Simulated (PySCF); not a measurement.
# Al24H16N24: Orbital levels and atomic charges

System: Al24H16N24.

Cartesian coordinates (Å):
```
  1 Al    2.065    1.454   -3.871
  2 N     0.445    2.431   -4.062
  3 N    -1.259    1.954   -1.879
  4 Al   -1.417    2.108   -3.812
  5 N    -2.391    0.496   -4.055
  6 N    -2.031   -1.301   -1.918
  7 Al   -2.120   -1.384   -3.861
  8 N    -0.504   -2.361   -4.092
  9 N     1.232   -1.915   -1.926
 10 Al    1.362   -2.042   -3.864
 11 N     2.323   -0.423   -4.100
 12 Al    2.500   -0.433   -2.124
 13 N     2.006    1.340   -1.929
 14 Al    2.421    2.452   -0.462
 15 N     1.161    3.766   -0.828
 16 Al    0.480    2.555   -2.082
 17 N    -1.807    3.460    0.875
 18 Al   -2.389    2.395   -0.437
 19 N    -3.716    1.155   -0.803
 20 Al   -2.529    0.474   -2.080
 21 N    -3.441   -1.836    0.874
 22 Al   -2.428   -2.442   -0.469
 23 N    -1.172   -3.748   -0.876
 24 Al   -0.509   -2.515   -2.116
 25 N     1.824   -3.472    0.788
 26 Al    2.385   -2.380   -0.511
 27 N     3.706   -1.132   -0.877
 28 Al    3.363    0.015    0.451
 29 N     3.452    1.822    0.857
 30 Al    2.112    1.460    2.109
 31 N     0.528    2.398    1.969
 32 Al    0.009    3.462    0.503
 33 N    -1.337    1.986    4.093
 34 Al   -1.400    2.120    2.118
 35 N    -2.177    0.452    1.893
 36 Al   -3.352   -0.022    0.493
 37 N    -1.966   -1.373    4.084
 38 Al   -2.079   -1.498    2.107
 39 N    -0.495   -2.430    1.932
 40 Al    0.004   -3.469    0.442
 41 N     1.393   -2.063    4.042
 42 Al    1.434   -2.156    2.064
 43 N     2.214   -0.486    1.862
 44 Al    2.477   -0.518    3.794
 45 N     2.024    1.300    4.085
 46 Al    0.503    2.443    3.915
 47 Al   -2.424    0.448    3.825
 48 Al   -0.449   -2.516    3.874
 49 H     3.248    2.234   -4.498
 50 H     0.581    3.132   -4.792
 51 H    -2.238    3.312   -4.345
 52 H    -3.087    0.657   -4.784
 53 H    -3.309   -2.157   -4.484
 54 H    -0.653   -3.055   -4.825
 55 H     2.182   -3.236   -4.421
 56 H     3.009   -0.573   -4.842
 57 H    -1.739    2.576    4.823
 58 H    -2.559   -1.754    4.823
 59 H     1.803   -2.663    4.759
 60 H     3.923   -0.803    4.282
 61 H     2.623    1.676    4.821
 62 H     0.788    3.794    4.615
 63 H    -3.871    0.721    4.316
 64 H    -0.729   -3.888    4.534
```

Method: PBE0/6-31G*, gas phase, PySCF, fitting set def2-universal-JFIT up to Ne and JKFIT beyond, grid level 1.

The bonding changed from the starting structure during the optimisation; the coordinates given are those used.

(1) Give the orbital energies near the gap.

(2) Give the partial charges of the non-hydrogen atoms.

## Answers

(1) 
| orbital | eV |
| --- | --- |
| HOMO-4 | -7.79 |
| HOMO-3 | -7.76 |
| HOMO-2 | -7.73 |
| HOMO-1 | -7.54 |
| HOMO | -7.53 |
| LUMO | -1.81 |
| LUMO+1 | -1.14 |
| LUMO+2 | -1.06 |
| LUMO+3 | -0.57 |

(2) 
| atom | Mulliken | IAO | Hirshfeld |
| --- | --- | --- | --- |
| Al1 | 0.63 | 0.90 | 0.39 |
| N2 | -1.00 | -0.94 | -0.35 |
| N3 | -0.91 | -1.09 | -0.43 |
| Al4 | 0.62 | 0.90 | 0.39 |
| N5 | -1.00 | -0.94 | -0.35 |
| N6 | -0.92 | -1.09 | -0.43 |
| Al7 | 0.63 | 0.90 | 0.39 |
| N8 | -1.00 | -0.94 | -0.35 |
| N9 | -0.91 | -1.09 | -0.43 |
| Al10 | 0.63 | 0.90 | 0.39 |
| N11 | -1.00 | -0.94 | -0.35 |
| Al12 | 0.98 | 1.02 | 0.42 |
| N13 | -0.91 | -1.09 | -0.43 |
| Al14 | 0.68 | 1.05 | 0.50 |
| N15 | -0.68 | -1.00 | -0.47 |
| Al16 | 0.97 | 1.02 | 0.42 |
| N17 | -0.67 | -1.00 | -0.47 |
| Al18 | 0.69 | 1.05 | 0.49 |
| N19 | -0.67 | -1.00 | -0.47 |
| Al20 | 0.98 | 1.02 | 0.42 |
| N21 | -0.67 | -1.00 | -0.47 |
| Al22 | 0.69 | 1.05 | 0.49 |
| N23 | -0.68 | -1.00 | -0.47 |
| Al24 | 0.97 | 1.02 | 0.42 |
| N25 | -0.67 | -1.00 | -0.47 |
| Al26 | 0.69 | 1.05 | 0.48 |
| N27 | -0.67 | -1.00 | -0.47 |
| Al28 | 0.67 | 1.05 | 0.49 |
| N29 | -0.67 | -1.00 | -0.47 |
| Al30 | 0.98 | 1.02 | 0.42 |
| N31 | -0.91 | -1.09 | -0.43 |
| Al32 | 0.70 | 1.05 | 0.49 |
| N33 | -1.00 | -0.94 | -0.35 |
| Al34 | 0.97 | 1.02 | 0.42 |
| N35 | -0.92 | -1.09 | -0.43 |
| Al36 | 0.67 | 1.05 | 0.48 |
| N37 | -1.00 | -0.94 | -0.35 |
| Al38 | 0.98 | 1.02 | 0.42 |
| N39 | -0.91 | -1.09 | -0.43 |
| Al40 | 0.70 | 1.05 | 0.50 |
| N41 | -1.00 | -0.94 | -0.35 |
| Al42 | 0.97 | 1.02 | 0.42 |
| N43 | -0.92 | -1.09 | -0.43 |
| Al44 | 0.62 | 0.90 | 0.39 |
| N45 | -1.00 | -0.94 | -0.35 |
| Al46 | 0.63 | 0.91 | 0.40 |
| Al47 | 0.62 | 0.90 | 0.39 |
| Al48 | 0.64 | 0.91 | 0.40 |
